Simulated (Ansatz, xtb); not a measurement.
Spectroscopic constants of SiN, multiplicity 2 (the spin of the measured ground state). The T1 diagnostic near the minimum is 0.079, so single-reference values are doubtful.

The constants come from a fifth-degree fit in 1/R (seven points, main isotopes). In def2 and cc sets the state is the lowest found near the PBE0 minimum, followed along R.

Codes used: Ansatz (a program for electronic structure); xtb for the GFN methods.  The GFN methods have no spin term and hold the electronic entropy of 300 K.

Task: What bond length and harmonic frequency does GFN1-xTB give?

Result: r_e = 1.562 Å, ω_e = 1323 cm⁻¹.

Task: What bond length and harmonic frequency does B3LYP/def2-TZVPP give, and what D_e (from each atom's lowest state at the same level)?

Result: r_e = 1.567 Å, ω_e = 1180 cm⁻¹, D_e = 4.68 eV.

Task: What bond length and harmonic frequency does PBE0/def2-TZVPP give, and what D_e (from each atom's lowest state at the same level)?

Result: r_e = 1.564 Å, ω_e = 1196 cm⁻¹, D_e = 4.46 eV.

Measured for the ground state: r_e 1.5721 Å, ω_e 1151.3 cm-1, ω_e x_e 6.455 cm-1, B_e 0.73093 cm-1, α_e 0.005685 cm-1 [Irikura, J. Phys. Chem. Ref. Data 36, 389 (2007)]. D_0 4.492 ± 0.1 eV (a handbook's tabulated 298 K bond energy less 3RT/2; such tables hold older values) [Luo, bond dissociation energies, CRC Handbook].
